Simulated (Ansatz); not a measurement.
Reaction (formal hydrolysis of the Hf–N bond): `C[N](C)[Hf]([NH2])([NH2])[F]` + H₂O → `[NH2][Hf]([NH2])([OH])[F]` + `CNC`

Program: Ansatz. Geometries: PBE0-D4/def2-TZVP. ΔE: electronic, gas phase. CCSD(T)/CBS is the MP2 limit (def2-TZVPP, def2-QZVPP) plus CCSD(T) − MP2 in def2-TZVPP, frozen cores. This one scheme is used for every species. Functionals use def2-TZVPP. B3LYP here is the variant with VWN-RPA as its local correlation; programs differ in this. HSE06 is defined as in plane-wave codes. def2 core potentials past Kr. For Hf outer-core shells are correlated without core-valence functions, which leaves a few kJ/mol of doubt a bond. Each species was taken in one conformer, which may not be the lowest.

```
         level  ΔE (kJ/mol)  difference from CCSD(T)/CBS
       BLYP-D4        -64.2                         -4.9
        B97M-V        -68.5                         -9.2
      HSE06-D4        -62.8                         -3.5
      BHLYP-D4        -70.3                        -11.0
  CAM-B3LYP-D4        -73.4                        -14.1
       ωB97X-V        -71.2                        -11.9
        B2PLYP        -70.4                        -11.1
        r2SCAN        -68.9                         -9.6
         B3LYP        -77.8                        -18.5
       r2SCANh        -69.5                        -10.2
         HSE06        -69.5                        -10.2
     CAM-B3LYP        -80.9                        -21.6
       LC-ωPBE        -78.7                        -19.4
 HF/def2-TZVPP        -90.2                        -30.9
MP2/def2-TZVPP        -54.7                          4.6
CCSD/CBS(def2)        -64.6                         -5.3
   CCSD(T)/CBS        -59.3                            0
```

Largest T1 diagnostic among the species: 0.015.

Leaving LDA and LC-ωPBE aside and taking each functional with its dispersion term where it has one, the values, not all of them listed here, spread over 14.3 kJ/mol, from CAM-B3LYP-D4 to revPBE-D4. LDA lies +7.4 kJ/mol from PBE without D4. From BLYP to BHLYP (50 % exact exchange), in def2-TZVPP and without D4, ΔE moves by −3.6 kJ/mol.
